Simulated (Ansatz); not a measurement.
Z-matrix (Å, degrees):
```
Sn
H 1 1.7141
H 1 1.7141 2 108.85
H 1 1.7142 2 108.86 3 -118.52
C 1 2.1581 2 110.08 3 120.73
H 5 1.0888 1 109.83 2 58.98
H 5 1.0888 6 109.11 1 120.44
H 5 1.0889 6 109.11 7 119.13
```
Charge +1, spin multiplicity 2.

All values below come from frozen-core CCSD(T)/def2-TZVPP // B3LYP-D3(BJ)/def2-TZVP run with Ansatz (a quantum-chemistry and plane-wave program). The geometry is that of the parent before the electron was removed.

```
Quantity                       Result
----------------------  -------------
HF energy               -254.34969 Ha
MP2 correlation energy    -0.48478 Ha
```

Problem. Estimate the CCSD correlation energy, the (T) correction, the total energy and the T1 diagnostic.

Solution. 
| Quantity | Result |
|---|---|
| CCSD correlation energy | -0.51701 Ha |
| (T) correction | -0.01410 Ha |
| CCSD(T) total energy | -254.88079 Ha |
| T1 diagnostic | 0.016 |
